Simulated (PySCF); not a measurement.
# A computed series M(OH)3

Computed with PySCF 2.14.0, BP86, def2-SVP on the ligands, density fitting, scalar-relativistic core potentials, no spin-orbit coupling, vacuum. Each member is relaxed from one template within its symmetry. Distances are means of the shortest metal–ligand contacts, charges and spins Mulliken's; removal energies are rigid, with the ligand's formal charge and no counterpoise, so too large; for an anion taken off a cation in vacuum most of it is the attraction of opposite charges, and multiply charged cations can part far more cheaply with an electron moved from ligand to metal. lcecp potentials hold a fixed number of 4f electrons in the core, out of states, spins and gaps.

```tsv
metal	basis on the metal	point group	M–OH (Å)	charge on M (e)	dipole (D)	removal of one OH (eV)	strongest infrared band, degenerate modes summed (cm⁻¹)	unstable modes (below −25 cm⁻¹)
La	lcecp-1-SVP with ECP46	C3v	2.171	0.97	1.76	10.60	332	0
Er	lcecp-1-SVP with ECP57	C3v, nearly planar	2.032	0.85	0.11	11.41	352	0
```

(1) What does the calculation give for Nd, lcecp-1-SVP with ECP49?

One start shape was tried for each, so a minimum needn't be the lowest isomer.

Results:

(1) point group: C3v, M–OH (Å): 2.113, charge on M (e): 0.87, dipole (D): 1.37, removal of one OH (eV): 10.85, strongest infrared band, degenerate modes summed (cm⁻¹): 337, unstable modes (below −25 cm⁻¹): 0.
```xyz
7

Nd    0.0000    0.0000   -0.3793
O     2.0668    0.0000    0.0596
H     2.9722    0.0000    0.4040
O    -1.0334    1.7899    0.0596
H    -1.4861    2.5740    0.4040
O    -1.0334   -1.7899    0.0596
H    -1.4861   -2.5741    0.4040
```
